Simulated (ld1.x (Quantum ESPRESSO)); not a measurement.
**nitrogen (N): excitation energies, all-electron against RRKJ**

* Element: N (Z = 7)
* Generator: ld1.x (Quantum ESPRESSO) 7.5
* Type: norm-conserving RRKJ (Kleinman–Bylander form)
* Functional: LDA (PZ)
* Relativity: non-relativistic
* Frozen core: [He]
* Valence charge: 5
* Reference configuration: 2s2 2p2 (charge +1)
* Partial waves: 2p (bound): rc 1.92 bohr; 2s (bound): rc 0.60 bohr
* Local potential: the s channel
* Core correction: a·sin(br)/r model core, default radius (core density twice the valence density)

Energies are relative to the spin-unpolarised reference configuration 2s2 2p2; without spin polarisation the order of configurations can differ from experiment. Spin-polarised rows fill each open shell by Hund’s rule, majority spin first.

```tsv
valence configuration	charge	ΔE all-electron (eV)	error AE − PS (meV)
2s2 2p3	0	-13.737	+50
2s2 2p1	+2	28.975	+202
2s1 2p3	+1	11.420	+16
2s1 2p0	+4	153.567	+2225
2s0 2p5	0	8.655	+298
2s2 2p2.5	+0.5	-8.568	+19
2s2 2p2 (spin-polarised)	+1	-1.689	+17
```

**Question.** What are ΔE and the potential's error for 2s2 2p3 (spin-polarised)?

**Answer.** ΔE = -16.630 eV all-electron; the error (AE − PS) is +119 meV.

**Question.** What are ΔE and the potential's error for 2s2 2p0?

**Answer.** ΔE = 76.142 eV all-electron; the error (AE − PS) is +1287 meV.
